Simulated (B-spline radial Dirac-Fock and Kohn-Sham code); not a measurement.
**EELS cross sections of the Bi N7 (4f7/2) edge**

System: the free bismuth atom, [Xe] 4f14 5d10 6s2 6p3. These are calculated numbers from a radial atomic solver; the model is the first Born approximation with generalised oscillator strengths from a Dirac-Hartree-Slater potential (longitudinal and transverse terms; continuum final states only, so no white lines or fine structure). The edge is taken at 157.0 eV (tabulated value).

Input of the calculation (task.json; shells as n, l, electrons):

```json
{"items": [{
  "Z": 83,
  "q": 0,
  "cfg": [[1, 0, 2], [2, 0, 2], [2, 1, 6], [3, 0, 2], [3, 1, 6], [3, 2, 10], [4, 0, 2], [4, 1, 6], [4, 2, 10], [4, 3, 14], [5, 0, 2], [5, 1, 6], [5, 2, 10], [6, 0, 2], [6, 1, 3]],
  "A": 209,
  "rrms": 5.5211,
  "do": "eels",
  "beams": [[60, 5], [60, 10], [60, 50], [80, 10], [80, 50], [80, 100], [100, 10], [100, 20], [120, 10], [120, 50], [200, 5], [300, 5], [300, 50], [300, 100]],
  "edges": {"N7": 157.0}
}]}
```

Launch: `python xray2_run.py task.json out`

Partial cross sections σ(β, Δ) in barn, integrated over a window Δ above the edge and up to the collection semi-angle β, for parallel illumination:

```csv
E₀ (kV),β (mrad),Δ = 25 eV,Δ = 50 eV,Δ = 100 eV,Δ = 200 eV,Δ = 300 eV
60,5,825,1700,5620,18200,26500
60,10,1300,2750,9210,31700,48200
60,50,2790,6410,18300,60000,95400
80,10,?,?,?,?,?
80,50,2340,5400,15500,50600,80700
80,100,2470,5760,16300,52400,83700
100,10,1100,2350,7910,28000,43400
100,20,1540,3400,10600,37000,58600
120,10,1040,2230,7480,26600,41600
120,50,1830,4240,12200,40100,64200
200,5,662,1410,4870,17400,27100
300,5,633,1350,4680,17000,26800
300,50,1160,2680,7860,26200,42200
300,100,1160,2690,7890,26300,42300
```

Question: Give the row for 80 kV and 10 mrad.

Answer: 1180 b for 25 eV, 2520 b for 50 eV, 8470 b for 100 eV, 29600 b for 200 eV, 45600 b for 300 eV.
